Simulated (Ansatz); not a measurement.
The cluster GaO₂H, relaxed as a singlet with RKS B3LYP-D4/def2-TZVP in Ansatz, starting from the GFN2-xTB geometry. Force threshold 0.02 eV/Å.

The structure holds 1 bond(s) between oxygen atoms. Another isomer (singlet) lies 1.78 eV lower at PBE0-D4/def2-TZVP; other spin states weren't run for this one.

Start:

Cartesian coordinates in Å:
```
Ga -1.5473 -0.8566 -1.1147
O 0.6738 0.2300 0.8542
O -0.3124 -0.2326 -0.0711
H 1.1859 0.8591 0.3317
```

```csv
step,energy (eV),largest force component (eV/Å),SCF passes
1,-56489.4357,1.783,16
2,-56489.4853,0.953,21
3,-56489.5122,0.149,21
4,-56489.5362,0.371,27
5,-56489.5908,0.603,27
6,-56489.6119,1.165,29
7,-56489.6784,0.481,27
8,-56489.6889,0.161,21
9,-56489.6914,0.085,22
10,-56489.6923,0.007,22
```

Force components are those of the run's own axes.

End:

```xyz
4

Ga   -1.5541   -1.0114   -0.7300
O     0.4650    0.1047    0.7287
O    -0.0940    0.1648   -0.6271
H     1.1832    0.7418    0.6284
```

By distances, no bond broke or formed. The bond that changes most is Ga1–O3, from 1.73 to 1.88 Å (atoms count from 1).

No frequencies were taken in this run, so the end may be a saddle point.

Run time 8 s (4 threads of Arm Neoverse V1 on a shared host).
